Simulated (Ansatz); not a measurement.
Cost and result for the atomization energy of C2H6SSe (`CSC[SeH]`) (10 atoms, 9 bonds).

| atom | x (Å) | y (Å) | z (Å) |
| --- | --- | --- | --- |
| C1 | -0.748 | 0.829 | -1.138 |
| S2 | -1.108 | 0.328 | 0.545 |
| C3 | 0.111 | -0.960 | 0.765 |
| Se4 | 1.999 | -0.419 | 0.713 |
| H5 | -0.964 | 0.026 | -1.846 |
| H6 | -1.390 | 1.681 | -1.360 |
| H7 | 0.297 | 1.134 | -1.225 |
| H8 | -0.093 | -1.424 | 1.728 |
| H9 | 0.022 | -1.723 | -0.010 |
| H10 | 1.873 | 0.528 | 1.828 |

The species carries charge 0 and has multiplicity 1. Correlated methods include outer-core shells of Se, which these sets cover unevenly. Scalar relativity is left out up to krypton. The structure was optimised at the PBE0-D4/def2-TZVP level. It is one conformer, not always the lowest. Program: Ansatz. All runs use 4 threads of an Arm Neoverse V1 on a shared host. Times are those of one run each, without the atoms' runs, and a repeat can differ threefold. Electronic energies, without spin–orbit coupling; frozen cores. CCSD(T)/CBS adds CCSD(T) − MP2 in def2-TZVPP to the MP2 limit, and its time is that of the two runs behind it. T1 = 0.010. With those shells the extrapolation isn't a true limit. B3LYP takes the VWN-RPA correlation (the form of Gaussian; ORCA's B3LYP/G).

CCSD(T)/CBS is a level of theory with its own doubt, some kJ/mol a heavy atom from the limit and from the frozen cores, so smaller differences don't rank the functionals.

```tsv
level	functions	wall time
PBE-D4/def2-TZVPP (with forces)	236	2.5 s
PBE0-D4/def2-TZVPP	236	3.3 s
B3LYP-D4/def2-TZVPP (with forces)	236	5 s
r2SCAN-D4/def2-TZVPP (with forces)	236	5 s
B2PLYP/def2-TZVPP	236	6 s
ωB97X-V/def2-TZVPP	236	7.5 s
ωB97M-V/def2-TZVPP (with forces)	236	12 s
MP2/def2-QZVPP	453	24 s
CCSD(T)/def2-TZVPP	236	2.6 min
CCSD(T)/CBS(def2)	–	3 min
```

**Question.** What atomization energy does each give, and how far from CCSD(T)/CBS? (Estimate.)

**Answer.** Computed: 
```
                             level  atomization (kcal/mol)  difference from CCSD(T)/CBS  per bond
   PBE-D4/def2-TZVPP (with forces)                   825.9                         15.6       1.7
                PBE0-D4/def2-TZVPP                   813.0                          2.7       0.3
 B3LYP-D4/def2-TZVPP (with forces)                   807.7                         -2.6      -0.3
r2SCAN-D4/def2-TZVPP (with forces)                   811.7                          1.4       0.2
                 B2PLYP/def2-TZVPP                   797.3                        -13.0      -1.5
                ωB97X-V/def2-TZVPP                   811.3                          1.0       0.1
  ωB97M-V/def2-TZVPP (with forces)                   810.1                         -0.2       0.0
                    MP2/def2-QZVPP                   808.6                         -1.7      -0.2
                CCSD(T)/def2-TZVPP                   788.3                        -22.0      -2.5
                 CCSD(T)/CBS(def2)                   810.3                          0.0       0.0
```

In def2-TZVPP, CCSD(T) changes the Hartree–Fock value by +210.0 kcal/mol (the triples alone add +13.0 kcal/mol) and MP2 by +217.5 kcal/mol; breaking electron pairs costs correlation energy, which Hartree–Fock lacks. From PBE to PBE0 (25 % exact exchange), in def2-TZVPP and without D4, the atomization energy moves by −12.1 kcal/mol: exact exchange takes away binding that semilocal exchange gives to molecules. The D4 term adds +9.0 kcal/mol with B3LYP and +4.7 kcal/mol with PBE0; it sums over pairs of atoms, weighted by their polarisabilities, and B3LYP, whose exchange is more repulsive, gets the larger term.
